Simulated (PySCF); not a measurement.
Compound: C7H8N2Si.
SMILES: `C#Cc1nncc([SiH3])c1C`

The closed-shell ground state was solved at several levels (PySCF, density fitting, gas phase, non-relativistic). Geometry: PBE0-D3(BJ)/def2-SVP; no solvent, vibrations or thermal averaging.

| level | basis functions | total energy (Eh) | HOMO (eV) | LUMO (eV) | gap (eV) | dipole (D) |
| --- | --- | --- | --- | --- | --- | --- |
| B3LYP/pcSseg-1 | 217 | -670.4146 | -6.55 | -2.06 | 4.49 | 4.45 |
| PBE0/pcSseg-1 | 217 | -669.8077 | -6.85 | -1.91 | 4.94 | 4.50 |

(1) What might CAM-B3LYP/def2-SVPD (268 basis functions) give for the same quantities?

(2) Over all these levels, which gives the widest orbital gap and which the narrowest?

(3) How far do the dipole and the HOMO energy spread over the levels?

Results:

(1) Total energy -669.8856 Eh, HOMO -8.24 eV, LUMO -0.83 eV, gap 7.41 eV, dipole 4.48 D.

(2) CAM-B3LYP/def2-SVPD (range-separated hybrid) has the widest, 7.41 eV, and B3LYP/pcSseg-1 (global hybrid, 20 % exact exchange) the narrowest, 4.49 eV. Functional and basis both differ between the two, so the spread mixes both effects.

(3) The dipole runs from 4.45 to 4.50 D (mean 4.48 D) and the HOMO from -8.24 to -6.55 eV.
